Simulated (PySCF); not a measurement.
Sn(H)3(OSiH3) (H6OSiSn), SMILES [SiH3][O][SnH3].

The structure is a stationary point at PBE0-D3(BJ)/def2-SVP. The def2 effective core potentials stand for the cores of Sn; spin–orbit coupling is left out.

All values below come from PBE0-D3(BJ)/def2-SVP (PySCF 2.14.0).

Frequencies are harmonic and unscaled.

Computed normal modes with their intensities:
```csv
mode,ν (cm⁻¹),IR (km/mol),Raman (Å⁴/amu),depolarisation,moving atoms (share of kinetic energy)
1,29,2.0,0.3,0.75,"H 55 %, O 40 %"
2,52,0.4,0.1,0.75,H 94 %
3,97,1.6,0.3,0.25,"O 39 %, Si 32 %, H 18 %, Sn 11 %"
4,453,27.0,16.5,0.34,"O 38 %, Si 28 %, Sn 18 %, H 16 %"
5,513,31.7,20.6,0.75,H 92 %
6,523,30.3,16.0,0.65,"H 88 %, O 9 %"
7,705,56.2,26.3,0.75,H 99 %
8,706,175.0,23.6,0.72,H 98 %
9,710,191.9,19.7,0.69,H 95 %
10,728,86.9,16.7,0.75,"H 83 %, Si 9 %"
11,738,103.8,9.6,0.46,"H 81 %, O 10 %, Si 9 %"
12,945,80.2,28.2,0.75,H 96 %
13,954,80.0,23.3,0.73,H 96 %
14,1001,372.5,17.8,0.72,"H 87 %, Si 12 %"
15,1005,266.8,3.9,0.47,"O 74 %, Si 17 %, H 8 %"
16,1943,70.0,268.4,0.06,H 100 %
17,1948,167.5,90.6,0.75,H 99 %
18,1972,137.3,168.7,0.32,H 99 %
19,2194,180.6,74.7,0.75,H 96 %
20,2202,115.7,159.6,0.12,H 98 %
21,2239,143.2,191.5,0.20,H 97 %
```
